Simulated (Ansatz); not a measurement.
Input file for Ansatz (a program for electronic structure): R-SVWN5/def2-TZVPP on C5H10 (SMILES CC=C(C)C).

Ansatz 0.2 input:
```yaml
crystal:
  periodic: [false, false, false]
  atoms:
    - {symbol: C, position_ang: [1.99708051, 0.57612456, 0.39644090]}
    - {symbol: C, position_ang: [0.91444938, -0.44021913, 0.20661753]}
    - {symbol: C, position_ang: [-0.37451226, -0.23417006, -0.06982627]}
    - {symbol: C, position_ang: [-1.32469258, -1.38930462, -0.22681045]}
    - {symbol: C, position_ang: [-1.00787326, 1.11622563, -0.25044986]}
    - {symbol: H, position_ang: [2.80301096, 0.42449864, -0.32812366]}
    - {symbol: H, position_ang: [1.64479774, 1.60069508, 0.29041094]}
    - {symbol: H, position_ang: [2.44910819, 0.48055472, 1.38839165]}
    - {symbol: H, position_ang: [1.23786263, -1.47306105, 0.31086298]}
    - {symbol: H, position_ang: [-2.14459257, -1.32241684, 0.49562919]}
    - {symbol: H, position_ang: [-0.82374674, -2.34709613, -0.08659662]}
    - {symbol: H, position_ang: [-1.78470203, -1.38531383, -1.22029646]}
    - {symbol: H, position_ang: [-0.30700652, 1.93977484, -0.13566894]}
    - {symbol: H, position_ang: [-1.81720316, 1.25838700, 0.47262716]}
    - {symbol: H, position_ang: [-1.46198029, 1.19532117, -1.24320808]}
basis:
  gaussian:
    orbitals: def2-TZVPP
hamiltonian:
  xc: {name: SVWN5}
scf: {lower_state_search: off}
```

Q: Predict the final total energy.

A: -194.7431 hartree.
